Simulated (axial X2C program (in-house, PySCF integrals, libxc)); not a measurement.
## Low determinants of RuB⁻ at the PBE0 level, scalar-relativistic

Computed with an in-house relativistic program for diatomic molecules. Spin-free means the one-electron spin-free X2C Hamiltonian. Basis: Ru dyall-acv3z [13s13p9d5f3g], B dyall-av3z [8s7p3d2f] (cores contracted in-house); Gaussian nuclei, density fitting, unrestricted open shells. Masses: Ru 101.904 u, B 11.009 u.

Search at 1.718 Å (vertical energies from the lowest determinant):

```tsv
ΔE (eV)	state	electrons beyond evenly filled partner blocks	electrons in σ, π, δ, φ
0.00	M_S = 1, Λ = 2	σα, δ+α, δ+β, δ-α	23 20 7 0
0.17	M_S = 0, Λ = 2	σβ, δ+α, δ+β, δ-α	23 20 7 0
1.02	M_S = 2, Λ = 1	σα, π+α, δ+α, δ-α	23 21 6 0
1.07	M_S = 1, Λ = 1	π-α, δ+α, δ+β, δ-α	22 21 7 0
1.07	M_S = 1, Λ = 3	π+α, δ+α, δ+β, δ-α	22 21 7 0
1.12	M_S = 0, Λ = 3	π+β, δ+α, δ+β, δ-α	22 21 7 0
1.13	M_S = 0, Λ = 1	π-β, δ+α, δ+β, δ-α	22 21 7 0
```

Lowest determinant, M_S = 1, Λ = 2 (beyond evenly filled blocks: σα, δ+α, δ+β, δ-α): Re = 1.717 Å, ωe = 918.7 cm⁻¹.

The determinant in row 2 of the search, M_S = 0, Λ = 2 (beyond evenly filled blocks: σβ, δ+α, δ+β, δ-α), was followed along the bond at PBE0; measured from the minimum of the lowest determinant it gives:

Te = 0.171 eV (1382 cm⁻¹), Re = 1.707 Å, ωe = 953.9 cm⁻¹.

Task: Compare the bond of the determinant in row 2 with that of the lowest one.

Result: At PBE0 its Re is 0.010 Å shorter and its force constant, which goes as ωe², is 1.08 times that of the lowest determinant. This determinant mixes spin states, so it has no term energy of its own.

The search compares states at one distance, so a state with another bond length can lie lower; it is not exhaustive and yields mostly the lowest determinant of each block pattern, so other components and higher states of one pattern are missing. These are energies of single determinants, not of spin-adapted states; PBE0 term energies can be off by some tenths of an eV, and the functional has no current term. The lowest determinant need not be the ground state where others lie within half an eV. For an anion, determinants above electron detachment are held by the basis set. The highest occupied level of some functionals is positive through self-interaction error; at Hartree–Fock it is bound. Row 1 is spin-contaminated (⟨S²⟩ = 2.05 against 2.00), so its values are not those of a pure state. Row 2 is spin-contaminated (⟨S²⟩ = 1.03 against 0.00), so its values are not those of a pure state. Row 1 has a positive highest level at its minimum. Row 2 has a positive highest level at its minimum.
